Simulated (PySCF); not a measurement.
## TDDFT excited states: C5H7NOSi

1-isocyanato-1-silacyclopent-3-ene, C5H7NOSi.
Atom-mapped SMILES: `[O:1]=[C:2]=[N:3][SiH:4]1[CH2:5][CH:6]=[CH:7][CH2:8]1` (hydrogens: H9 on Si4; H10, H11 on C5; H12 on C6; H13 on C7; H14, H15 on C8)

Computed, not measured: TDDFT CAM-B3LYP/def2-SVPD, vertical, gas phase, core orbitals frozen in the response in PySCF. The structure is a single PBE0-D3(BJ)/def2-SVP conformer in the gas phase; no vibrational or solvent corrections.

```csv
state,E (eV),ν̃ (cm⁻¹),f,symmetry,"main configurations (H = HOMO, L = LUMO)"
S1,6.79,54780,0.0038,A′,"H→L (57%), H→L+2 (35%)"
S2,7.07,56990,0.152,A″,"H→L+1 (73%), H-2→L+3 (9%)"
S3,7.23,58330,0.019,A″,"H-2→L+3 (15%), H-2→L+1 (11%), H-1→L+2 (11%)"
S4,7.31,58930,0.019,A′,H-1→L+1 (70%)
S5,7.43,59960,0.069,A″,"H-2→L+3 (12%), H-1→L+4 (12%), H-1→L (11%)"
S6,7.47,60220,0.0063,A′,"H-1→L+3 (41%), H-3→L+1 (11%)"
S7,7.49,60430,0.0056,A″,H→L+3 (80%)
S8,7.54,60830,0.0002,–,"H-1→L (51%), H-1→L+2 (27%), H→L+3 (8%)"
S9,7.55,60920,0.0031,A′,"H→L+2 (32%), H→L (22%), H→L+6 (15%)"
S10,7.64,61650,0.0003,–,"H-2→L (58%), H-2→L+2 (25%)"
```

Triplets (Tamm–Dancoff): T1 4.28 eV, H→L+1 (79%), H→L+3 (15%); T2 6.55 eV, H-1→L+3 (17%), H-1→L+1 (14%), H-1→L+9 (10%); T3 6.67 eV, H→L (56%), H→L+2 (34%); T4 6.86 eV, H-2→L+7 (16%), H-2→L+4 (15%), H-2→L+2 (12%).

The lowest singlet lies at 6.79 eV (183 nm, vacuum ultraviolet) and is very weak; its leading configuration is HOMO→LUMO (57%). The most intense listed level is S2 at 7.07 eV (175 nm, f = 0.152), 0.27 eV above S1. Löwdin shares by element: HOMO carbon 84% or more (atoms not listed hold the other 16%); LUMO carbon 32% or more, silicon 21%, oxygen 7% (atoms not listed hold the other 40%). Orbital energies (eV): HOMO-3 -10.88, HOMO-2 -9.76, HOMO-1 -9.48, HOMO -8.67, LUMO 1.04, LUMO+1 1.30, LUMO+2 1.34. Weighted by f, the mean energy of these states is 7.21 eV. Of the 10 states listed, 4 reach f = 0.01 and 2 stay under 0.0005. No computed singlet lies in the visible range (380 to 750 nm); the lowest, at 183 nm, stands 3.53 eV above its violet end (3.26 eV). All these states lie below the vertical ionisation energy of 9.44 eV (ΔSCF). Symmetry labels in Cs follow from the direction of the transition dipole and are given only for states with f of 0.002 or more. Only the lowest 10 singlets were computed, as vertical energies without vibronic structure.
